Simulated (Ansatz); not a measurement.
System: BHI, charge 0, doublet. BHI (SMILES [BH]I, doublet).
B3LYP-D3(BJ)/def2-TZVP minimum from Ansatz (a program for electronic structure):
```
B
H 1 1.1877
I 1 2.0876 2 124.33
```
Charge 0, spin multiplicity 2.

Atomisation energy term by term, kcal/mol (programs: Ansatz). UHF or UKS for unpaired electrons; spin-orbit terms are left out. Cores are frozen in correlated methods (noble-gas shells, and filled d and f shells in the p block). Past Kr the def2 sets carry scalar-relativistic core potentials. CBS(X,Y): correlation extrapolated as X^-3, Hartree-Fock from the larger set. A bracket is a step between two methods taken in the basis named. Where a partner has so few electrons that a lower coupled-cluster level is exact, that level stands in. Spin-orbit terms, left out, reach several kcal/mol for Br and I, and more for heavier atoms.

| term | basis | kcal/mol |
|---|---|---|
| Hartree-Fock | def2-QZVPP | 121.50 |
| CCSD correlation | CBS(def2-TZVPP,def2-QZVPP) | 30.67 |
| (T) | CBS(def2-TZVPP,def2-QZVPP) | 3.64 |
| CCSDT(Q) - CCSD(T) | def2-TZVPP | 0.38 |
| CCSDTQ - CCSDT(Q) | def2-SVP | -0.05 |
| sum: De |  | 156.1 |

The step beyond CCSD(T) by other levels: CCSDTQ in def2-SVP 0.36; CCSDT(Q) in def2-SVP 0.41 kcal/mol.
